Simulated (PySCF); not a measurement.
## Two-photon absorption: `CC1=C[C@H]2C=C[C@@H]1C2`, C$_{8}$H$_{10}$

Cartesian coordinates in Å; atom numbers follow the order of the lines, from 1:
```xyz
18

C     2.4279    0.0228    0.0305
C     0.9518   -0.1293   -0.0108
C     0.1649   -1.0986    0.4744
C    -1.2880   -0.6715    0.2346
C    -1.5426    0.5802    1.0860
C    -0.7640    1.5496    0.5947
C     0.0071    0.9448   -0.5845
C    -1.0989    0.0176   -1.1373
H     2.7121    0.9225    0.6040
H     2.8466    0.1523   -0.9820
H     2.9141   -0.8466    0.4955
H     0.4728   -1.9964    1.0123
H    -2.0429   -1.4651    0.3084
H    -2.1946    0.6207    1.9595
H    -0.6348    2.5647    0.9722
H     0.4726    1.6611   -1.2752
H    -1.9917    0.5635   -1.4790
H    -0.7405   -0.6687   -1.9195
```

Theory: TDDFT CAM-B3LYP/aug-cc-pVDZ excited states, vertical, gas phase in PySCF 2.14.0. Geometry: PBE0-D3(BJ)/def2-SVP.

**Question.** Give the one- and two-photon strengths of the lowest singlets.

**Answer.** δ for parallel linear polarisation; σ at the peak of a Lorentzian of half width 0.1 eV, single beam; Ω is circular over linear.
| state | E (eV) | f | photon λ (nm) | δ (au) | σ (GM) | Ω | main |
| --- | --- | --- | --- | --- | --- | --- | --- |
| S1 | 5.07 | 0.002 | 489 | 4.54 | 0.04 | 0.23 | HOMO→LUMO+4 0.45, HOMO→LUMO+2 0.24 |
| S2 | 5.58 | 0.006 | 444 | 51 | 0.58 | 1.49 | HOMO→LUMO 0.89 |
| S3 | 5.97 | 0.012 | 415 | 33.5 | 0.44 | 1.45 | HOMO−1→LUMO+4 0.23, HOMO→LUMO+3 0.19 |
| S4 | 6.03 | 0.017 | 411 | 119 | 1.58 | 0.67 | HOMO→LUMO+1 0.33, HOMO→LUMO+2 0.27 |
| S5 | 6.12 | 0.029 | 405 | 69.6 | 0.96 | 1.45 | HOMO→LUMO+3 0.41, HOMO→LUMO+1 0.32 |
| S6 | 6.24 | 0.018 | 397 | 16.6 | 0.24 | 0.66 | HOMO→LUMO+4 0.36, HOMO→LUMO+2 0.35 |

Among these, the strongest one-photon state is S5, the strongest two-photon state S4, with a dipole change of 1.8 D (relaxed, norm of the difference vector).
